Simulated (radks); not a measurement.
Charge is removed step by step from the 5p3/2 level of Pb3+, starting from [Kr] 4d10 4f14 5s2 5p(1/2: 2, 3/2: 4) 5d10 6s1. Calculated with a radial shooting solver on a logarithmic mesh with Libxc functionals: Dirac Kohn-Sham, LDA (Slater exchange, Perdew-Wang correlation), spin-unpolarised, spherical densities, finite nucleus; Fermi nuclear charge, rms radius 5.5012 fm.

removed (e)  E - E(0) (eV)  eigenvalue (eV)  E minus straight line (eV)
0                    0.000          -108.69                       0.000
0.25                27.726          -113.14                      -1.696
0.5                 56.573          -117.65                      -2.271
0.75                86.555          -122.22                      -1.711
1                   117.69          -126.85                       0.000

Removing the whole electron costs 117.69 eV by Delta-SCF, against 108.69 eV from minus the eigenvalue at the starting occupation. Slater's transition state (half an electron removed) gives 117.65 eV. Integrating minus the eigenvalue over the occupation (Janak's theorem) gives 117.69 eV. The mean slope of the eigenvalue, de/dn, is 18.2 eV per electron.
